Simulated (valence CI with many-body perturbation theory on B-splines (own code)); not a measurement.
Yb⁶⁴⁺: E2, E3, M1, M2 decay

Computed by valence CI with perturbative core correlation (CI+MBPT): four valence electrons over a frozen Dirac-Fock core [He], radial functions for each j: 11 s, 11 p, 10 d, 8 f, 5 g, 2 h, with the one-electron correlation potential Σ1 (screened to all orders), the two-electron term Σ2, the three-electron term Σ3, Breit, model QED; selected single and double excitations, second order for the rest, scaled by the run's own slope (own B-spline code, finite nucleus).

No measured spectrum was set against this ion. As an estimate, large intervals hold to a few tenths of a per cent, small ones and those within an open d or f shell to about a per cent. Among the levels kept, up to 1100 cm⁻¹ of a level comes from second order outside the variational space, and about a tenth of that is noise between levels of different J, which matters for small intervals.

Lines 1 to 50 of 86 in falling wavelength, among levels below 12474 eV, chosen from the decays that carry over 1 % of a level's rate. Wavelengths and rates use the calculated energies. Electric multipoles are in the length gauge, E1 and E2 with the static RPA response of the core. Weak lines are less certain than strong ones. Lines between different terms over intervals too small for the method are left out, as are lines whose strength nearly cancels.

Levels are named by their leading jj configuration (3d3/2^4 stands for four electrons in 3d with j = 3/2), which in mixed levels can hold well under half, so a name can repeat and another be missing. Letters in brackets count levels of one name in rising energy.

| λ vac (Å) | Upper | Lower | Type | A (s⁻¹) | Branch % |
| --- | --- | --- | --- | --- | --- |
| 11.36 | (2s^2 2p1/2 2p3/2) J=1 | (2s^2 2p1/2^2) J=0 | M1 | 8.07e+09 | 100.0 |
| 11.18 | (2s^2 2p1/2 2p3/2) J=2 | (2s^2 2p1/2^2) J=0 | E2 | 3.33e+07 | 100.0 |
| 11.15 | (2s^2 2p3/2^2) J=2 | (2s^2 2p1/2 2p3/2) J=2 | M1 | 6.35e+09 | 18.0 |
| 11.15 | (2s^2 2p3/2 3d5/2) J=4 | (2s^2 2p1/2 3d5/2) J=3 | M1 | 6.26e+09 | 3.1 |
| 10.97 | (2s^2 2p3/2^2) J=2 | (2s^2 2p1/2 2p3/2) J=1 | M1 | 6.34e+09 | 18.0 |
| 10.43 | (2s^2 2p3/2^2) J=0 | (2s^2 2p1/2 2p3/2) J=1 | M1 | 1.43e+10 | 35.5 |
| 1.533 | (2s^2 2p3/2 3p1/2) J=2 | (2s^2 2p3/2^2) J=0 | E2 | 3.92e+11 | 7.4 |
| 1.529 | (2s^2 2p1/2 3p1/2) J=1 | (2s^2 2p1/2 2p3/2) J=2 | E2 | 1.05e+12 | 40.6 |
| 1.529 | (2s^2 2p1/2 3p1/2) J=1 | (2s^2 2p1/2 2p3/2) J=2 | M1 | 2.59e+10 | 1.0 |
| 1.529 | (2s 2p1/2^2 3p1/2) J=0 | (2s 2p1/2^2 2p3/2) J=2 | E2 | 2.07e+12 | 41.9 |
| 1.526 | (2s^2 2p1/2 3p1/2) J=1 | (2s^2 2p1/2 2p3/2) J=1 | E2 | 1.04e+12 | 40.4 |
| 1.522 | (2s^2 2p3/2 3p1/2) J=1 | (2s^2 2p3/2^2) J=2 | E2 | 1.07e+12 | 16.6 |
| 1.522 | (2s^2 2p3/2 3p1/2) J=2 | (2s^2 2p3/2^2) J=2 | E2 | 1.46e+12 | 27.5 |
| 1.521 | (2s^2 2p1/2 3p1/2) J=0 | (2s^2 2p1/2 2p3/2) J=2 | E2 | 2.05e+12 | 39.3 |
| 1.515 | (2s 2p3/2^2 3p1/2) J=0 | (2s 2p3/2^3) J=2 | E2 | 1.12e+12 | 15.4 |
| 1.498 | (2s^2 2p3/2 3d5/2) J=4 | (2s 2p1/2 2p3/2^2) J=2 [b] | E2 | 3.09e+09 | 1.5 |
| 1.488 | (2s 2p1/2 2p3/2 3p3/2) J=4 | (2s 2p1/2 2p3/2^2) J=2 [b] | E2 | 7.21e+10 | 2.7 |
| 1.482 | (2s^2 2p3/2 3d5/2) J=4 | (2s 2p1/2 2p3/2^2) J=3 | E2 | 2.04e+10 | 10.2 |
| 1.482 | (2s 2p1/2^2 3p3/2) J=2 | (2s 2p1/2^2 2p3/2) J=1 | E2 | 2.61e+11 | 1.0 |
| 1.478 | (2s 2p3/2^2 3p3/2) J=4 | (2s 2p3/2^3) J=2 | E2 | 3.68e+11 | 9.2 |
| 1.472 | (2s 2p1/2 2p3/2 3p3/2) J=4 | (2s 2p1/2 2p3/2^2) J=3 | E2 | 6.26e+11 | 23.5 |
| 1.472 | (2s 2p1/2 2p3/2 3p3/2) J=0 [b] | (2s 2p1/2 2p3/2^2) J=2 [b] | E2 | 1.13e+12 | 7.6 |
| 1.471 | (2s^2 2p3/2 3p3/2) J=2 | (2s^2 2p3/2^2) J=0 | E2 | 4.21e+11 | 4.0 |
| 1.470 | (2s 2p1/2 2p3/2 3p3/2) J=1 [d] | (2s 2p1/2 2p3/2^2) J=2 [b] | E2 | 6.46e+11 | 2.1 |
| 1.468 | (2s 2p1/2 2p3/2 3p3/2) J=1 [d] | (2s 2p1/2 2p3/2^2) J=1 [a] | E2 | 5.65e+11 | 1.8 |
| 1.468 | (2s 2p1/2^2 3p3/2) J=2 | (2s 2p1/2^2 2p3/2) J=2 | E2 | 7.11e+11 | 2.7 |
| 1.467 | (2s^2 2p1/2 3p3/2) J=2 | (2s^2 2p1/2 2p3/2) J=2 | E2 | 7.16e+11 | 18.6 |
| 1.467 | (2s^2 2p1/2 3p3/2) J=1 | (2s^2 2p1/2 2p3/2) J=2 | E2 | 5.18e+11 | 12.7 |
| 1.466 | (2s^2 2p3/2 3p3/2) J=3 | (2s^2 2p3/2^2) J=2 | E2 | 8.07e+11 | 9.2 |
| 1.466 | (2s^2 2p3/2 3p3/2) J=1 | (2s^2 2p3/2^2) J=2 | E2 | 8.12e+11 | 5.8 |
| 1.465 | (2s 2p1/2 2p3/2 3p3/2) J=4 | (2s 2p1/2 2p3/2^2) J=2 [a] | E2 | 4.06e+10 | 1.5 |
| 1.464 | (2s^2 2p1/2 3p3/2) J=2 | (2s^2 2p1/2 2p3/2) J=1 | E2 | 3.14e+11 | 8.2 |
| 1.464 | (2s^2 2p1/2 3p3/2) J=1 | (2s^2 2p1/2 2p3/2) J=1 | E2 | 5.13e+11 | 12.5 |
| 1.461 | (2s 2p3/2^2 3p3/2) J=0 | (2s 2p3/2^3) J=2 | E2 | 4.28e+11 | 2.9 |
| 1.457 | (2s^2 2p3/2 3p3/2) J=0 | (2s^2 2p3/2^2) J=2 | E2 | 2.11e+12 | 17.2 |
| 1.455 | (2s 2p1/2 2p3/2 3p3/2) J=1 [d] | (2s 2p1/2 2p3/2^2) J=3 | E2 | 3.77e+11 | 1.2 |
| 1.449 | (2s 2p1/2 2p3/2 3p3/2) J=0 [b] | (2s 2p1/2 2p3/2^2) J=2 [a] | E2 | 2.84e+11 | 1.9 |
| 1.445 | (2s 2p1/2 2p3/2 3d5/2) J=5 | (2s 2p1/2 2p3/2^2) J=3 | M2 | 5.01e+10 | 49.7 |
| 1.445 | (2s 2p1/2 2p3/2 3d5/2) J=5 | (2s 2p1/2 2p3/2^2) J=3 | E3 | 2.73e+09 | 2.7 |
| 1.439 | (2s^2 2p3/2 3d5/2) J=4 | (2s^2 2p3/2^2) J=2 | M2 | 4.78e+10 | 23.9 |
| 1.439 | (2s^2 2p3/2 3d5/2) J=4 | (2s^2 2p3/2^2) J=2 | E3 | 3.51e+09 | 1.8 |
| 1.309 | (2s^2 2p3/2 3d5/2) J=4 | (2s 2p1/2^2 2p3/2) J=2 | E2 | 5.25e+09 | 2.6 |
| 1.301 | (2s 2p1/2 2p3/2 3p3/2) J=4 | (2s 2p1/2^2 2p3/2) J=2 | E2 | 1.12e+12 | 42.1 |
| 1.301 | (2s 2p3/2^2 3p3/2) J=4 | (2s 2p1/2 2p3/2^2) J=3 | E2 | 4.79e+11 | 11.9 |
| 1.299 | (2s 2p3/2^2 3p3/2) J=0 | (2s 2p1/2 2p3/2^2) J=2 [b] | E2 | 1.26e+12 | 8.6 |
| 1.299 | (2s 2p1/2 2p3/2 3p3/2) J=1 [d] | (2s 2p1/2^2 2p3/2) J=1 | E2 | 6.12e+11 | 2.0 |
| 1.297 | (2s 2p3/2^2 3p3/2) J=2 [c] | (2s 2p1/2 2p3/2^2) J=1 [b] | E2 | 3.65e+11 | 1.1 |
| 1.297 | (2s^2 2p1/2 3p3/2) J=2 | (2s^2 2p1/2^2) J=0 | E2 | 1.01e+12 | 26.2 |
| 1.296 | (2s 2p3/2^2 3p3/2) J=2 [c] | (2s 2p1/2 2p3/2^2) J=2 [b] | E2 | 5.16e+11 | 1.5 |
| 1.296 | (2s^2 2p3/2 3p3/2) J=3 | (2s^2 2p1/2 2p3/2) J=2 | E2 | 5.21e+11 | 6.0 |
